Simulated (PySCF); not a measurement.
**Two-photon absorption: `C12=CC=CC=C1OC1=C(C=C(Br)C=C1)B2`, C$_{12}$H$_{8}$BBrO**

Geometry (Å), atoms numbered from 1 in this order:
```xyz
23

Br   -5.2165    1.5402   -0.9655
C    -3.5788    0.7153   -0.4365
C    -3.6269   -0.4793    0.2783
C    -2.4507   -1.0769    0.6614
C    -1.2242   -0.4852    0.3341
C    -1.1642    0.7204   -0.3867
C    -2.3819    1.3051   -0.7635
B     0.2140    1.3189   -0.7136
C     1.3942    0.4900   -0.1930
C     2.7453    0.8326   -0.3699
C     3.7647    0.0501    0.1191
C     3.4689   -1.1214    0.8135
C     2.1603   -1.4966    1.0104
C     1.1279   -0.6973    0.5110
O    -0.1276   -1.1504    0.7559
H    -4.5775   -0.9262    0.5254
H    -2.4525   -2.0023    1.2157
H    -2.3646    2.2308   -1.3180
H     0.3443    2.3175   -1.3068
H     2.9718    1.7410   -0.9086
H     4.7947    0.3375   -0.0316
H     4.2680   -1.7373    1.1989
H     1.9065   -2.3996    1.5442
```

Theory: TDDFT CAM-B3LYP/def2-SVPD excited states, vertical, gas phase in PySCF. Geometry: GFN2-xTB.

The calculation is non-relativistic, which matters for the atoms heavier than Zn.

Task: How strongly do the lowest singlets absorb one photon, and two photons of half the energy?

Result: δ for parallel linear polarisation; σ at the peak of a Lorentzian of half width 0.1 eV, single beam; Ω is circular over linear.
| state | E (eV) | f | photon λ (nm) | δ (au) | σ (GM) | Ω | main |
| --- | --- | --- | --- | --- | --- | --- | --- |
| S1 | 4.10 | 0.057 | 604 | 101 | 0.62 | 0.61 | HOMO→LUMO 0.92 |
| S2 | 4.75 | 0.057 | 522 | 87.5 | 0.72 | 1.45 | HOMO−1→LUMO 0.68, HOMO→LUMO+1 0.17 |
| S3 | 5.09 | 0.117 | 487 | 36.6 | 0.35 | 0.90 | HOMO−2→LUMO 0.76, HOMO→LUMO+2 0.08 |
| S4 | 5.54 | 0.000 | 448 | 4.02 | 0.04 | 1.50 | HOMO→LUMO+3 0.62, HOMO−1→LUMO+3 0.12 |
| S5 | 5.61 | 1.260 | 442 | 82.4 | 0.95 | 0.68 | HOMO→LUMO+1 0.64, HOMO−1→LUMO 0.12 |

Among these, the strongest one-photon state is S5, the strongest two-photon state S5, with a dipole change of 1.0 D (relaxed, norm of the difference vector).
